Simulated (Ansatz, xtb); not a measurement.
**Two isomers of C5H3N3**

Structure a: `N#Cc1ccncn1`, a singlet. Structure b: `N#Cc1cncnc1`, a singlet. Both are isolated molecules in the gas phase, relaxed with PBE-D3(BJ)/def2-SVP.

a (Å):

```xyz
11

C     0.8640    3.9288   -0.5957
C     1.0610    2.5247   -0.8773
C     1.2551    2.0871   -2.2032
C     1.4371    0.7074   -2.3736
C     1.2348    0.3825   -0.1266
N     0.7067    5.0734   -0.3965
N     1.4288   -0.1526   -1.3439
N     1.0493    1.6758    0.1705
H     1.2622    2.7904   -3.0477
H     1.5956    0.2810   -3.3802
H     1.2269   -0.3199    0.7263
```

b (Å):

```tsv
atom	x (Å)	y (Å)	z (Å)
C	2.3034	3.6292	-1.4137
C	1.5808	2.4027	-1.2837
C	1.7171	1.3506	-2.2215
C	0.2240	0.0997	-1.0392
C	0.6877	2.1706	-0.2097
N	2.8966	4.6368	-1.5200
N	1.0417	0.2045	-2.0999
N	0.0124	1.0245	-0.0881
H	2.3952	1.4580	-3.0862
H	-0.3354	-0.8480	-0.9391
H	0.5289	2.9447	0.5614
```

Quicker runs give these differences E(b) − E(a): GFN2-xTB −9.48 kJ/mol; HF/STO-3G −2.16 kJ/mol (at GFN2-xTB geometries); r2SCAN-D4/def2-SVP −7.46 kJ/mol (at GFN2-xTB geometries).

Estimate E(b) − E(a) at the level CCSD(T)/def2-SVP + ΔMP2/def2-TZVPP.

Calculated at CCSD(T)/def2-SVP + ΔMP2/def2-TZVPP: E(b) − E(a) = −6.06 kJ/mol, so structure b lies lower.

The same difference at several levels:

```json
{"level": "GFN2-xTB", "geometry": "GFN2-xTB", "E(b) − E(a) (kJ/mol)": "−9.48", "departure from the last row (kJ/mol)": "−3.42", "job, with rough time for the two": "optimisation, 0.11 s"}
{"level": "HF/STO-3G", "geometry": "GFN2-xTB", "E(b) − E(a) (kJ/mol)": "−2.16", "departure from the last row (kJ/mol)": "+3.90", "job, with rough time for the two": "single point, 0.51 s"}
{"level": "r2SCAN-D4/def2-SVP", "geometry": "GFN2-xTB", "E(b) − E(a) (kJ/mol)": "−7.46", "departure from the last row (kJ/mol)": "−1.40", "job, with rough time for the two": "single point, 4.9 s"}
{"level": "PBE-D3(BJ)/def2-SVP", "geometry": "PBE-D3(BJ)/def2-SVP", "E(b) − E(a) (kJ/mol)": "−7.34", "departure from the last row (kJ/mol)": "−1.28", "job, with rough time for the two": "optimisation, 20 s"}
{"level": "HF/def2-SVP", "geometry": "PBE-D3(BJ)/def2-SVP", "E(b) − E(a) (kJ/mol)": "−12.44", "departure from the last row (kJ/mol)": "−6.38", "job, with rough time for the two": "part of the CCSD(T) run"}
{"level": "MP2/def2-SVP", "geometry": "PBE-D3(BJ)/def2-SVP", "E(b) − E(a) (kJ/mol)": "+0.49", "departure from the last row (kJ/mol)": "+6.55", "job, with rough time for the two": "part of the CCSD(T) run"}
{"level": "CCSD(T)/def2-SVP", "geometry": "PBE-D3(BJ)/def2-SVP", "E(b) − E(a) (kJ/mol)": "−5.71", "departure from the last row (kJ/mol)": "+0.35", "job, with rough time for the two": "single point"}
{"level": "CCSD(T)/def2-SVP + ΔMP2/def2-TZVPP", "geometry": "PBE-D3(BJ)/def2-SVP", "E(b) − E(a) (kJ/mol)": "−6.06", "departure from the last row (kJ/mol)": "", "job, with rough time for the two": "single point, 80 s"}
```

As drawn, both hold the same kinds of bond in the same numbers.

MP2/def2-SVP finds them nearly level. The largest departure from CCSD(T)/def2-SVP + ΔMP2/def2-TZVPP is that of MP2/def2-SVP, 6.55 kJ/mol. The last row adds to CCSD(T) the change of the MP2 difference between the two basis sets, here −0.35 kJ/mol.

With thermal terms from frequencies at re-optimised GFN2-xTB minima (ideal gas, soft modes damped towards free rotors, one conformer each, 298.15 K, 1 atm): on the last row, ΔE + ΔZPE = −6.09, ΔH = −6.06, ΔG = −4.36 kJ/mol.

The correlated steps freeze 8 core orbitals. Run with Ansatz 0.2.0, xtb 6.7.1; the last row on 2 threads of Arm Neoverse V2 on a shared host.
